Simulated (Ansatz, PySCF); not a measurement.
GaH3 (SMILES [GaH3]) and H2O (SMILES O) are pulled apart as rigid monomers along the line of their centres of mass, from the B3LYP-D3(BJ)/def2-TZVP minimum. Starting geometry (charge 0, multiplicity 1):
```tsv
atom	x (Å)	y (Å)	z (Å)
Ga	0.3967	-0.3761	0.6852
H	1.8829	-0.0976	1.1226
H	-0.2292	-1.8111	0.8526
H	-0.2872	0.6261	-0.3304
O	-0.5430	0.4821	2.5115
H	-1.5048	0.4098	2.4730
H	-0.3383	1.4210	2.6023
```

Interaction energies with rigid monomers; basis-set methods are counterpoise corrected unless marked otherwise.

Frozen-core correlation. Filled d and f shells under p-block atoms count as core. Rows in 6-31G* carry no dispersion term and start afresh at each structure (6-31G* with six Cartesian d functions); the Pople sets are all-electron and without relativity.

The values were computed with Ansatz (a first-principles code) with Gaussian orbitals; PySCF for 6-31G* rows. Each number belongs to the level named beside it.

| Ga1···O5 (Å) | HF/6-31G* (no counterpoise) (kcal/mol) | HF/aug-cc-pVTZ (kcal/mol) | B3LYP/6-31G* (no counterpoise) (kcal/mol) | MP2/aug-cc-pVDZ (kcal/mol) | CCSD(T)/aug-cc-pVTZ (kcal/mol) |
|---|---|---|---|---|---|
| 2.00 | -12.74 | -9.06 | -16.05 | -9.22 | -11.20 |
| 2.23 | -16.10 | -12.24 | -19.03 | … | -14.34 |
| 2.56 | … | -10.33 | -15.83 | -11.62 | -11.94 |
| 3.12 | -7.99 | -5.80 | -9.18 | -6.39 | -6.51 |
| 4.01 | -3.30 | -2.28 | -3.71 | -2.36 | -2.38 |

### Question
What belongs in the gaps?

### Answer

- 2.56, HF/6-31G* (no counterpoise) (kcal/mol): -13.60
- 2.23, MP2/aug-cc-pVDZ (kcal/mol): -13.43
